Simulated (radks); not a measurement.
All-electron atom: Kr IV in [Ar] 3d10 4s2 4p2 7d1 (not the ground configuration). All-electron calculation, Dirac Kohn-Sham, LDA (Slater exchange, Perdew-Wang correlation), spin-unpolarised, spherical densities, finite nucleus; open shells are shared between the two j in proportion to 2j + 1; Fermi nuclear charge, rms radius 4.1884 fm. Program: a radial shooting solver on a logarithmic mesh with Libxc functionals.

Unscreened Slater integrals over Kohn-Sham orbitals (hartree). Large and small components are both included.

\begin{tabular}{lr}
integral & value \\ \hline
F0(7d5/2,7d5/2) & 0.074536 \\
F2(7d5/2,7d5/2) & 0.039046 \\
F4(7d5/2,7d5/2) & 0.027598 \\
F0(7d5/2,7d3/2) & 0.074554 \\
F2(7d5/2,7d3/2) & 0.039082 \\
G2(7d5/2,7d3/2) & 0.039080 \\
G4(7d5/2,7d3/2) & 0.027628 \\
F0(7d5/2,4p3/2) & 0.10955 \\
F2(7d5/2,4p3/2) & 0.014175 \\
G1(7d5/2,4p3/2) & 0.0072541 \\
G3(7d5/2,4p3/2) & 0.0056098 \\
F0(7d5/2,4p1/2) & 0.10968 \\
G3(7d5/2,4p1/2) & 0.0056951 \\
F0(7d3/2,7d3/2) & 0.074573 \\
F2(7d3/2,7d3/2) & 0.039119 \\
F0(7d3/2,4p3/2) & 0.10949 \\
F2(7d3/2,4p3/2) & 0.014129 \\
G1(7d3/2,4p3/2) & 0.0071703 \\
G3(7d3/2,4p3/2) & 0.0055609 \\
F0(7d3/2,4p1/2) & 0.10963 \\
G1(7d3/2,4p1/2) & 0.0073760 \\
F0(4p3/2,4p3/2) & 0.56007 \\
F2(4p3/2,4p3/2) & 0.29783 \\
F0(4p3/2,4p1/2) & 0.56430 \\
G2(4p3/2,4p1/2) & 0.29974 \\
F0(4p1/2,4p1/2) & 0.56867 \\
\end{tabular}
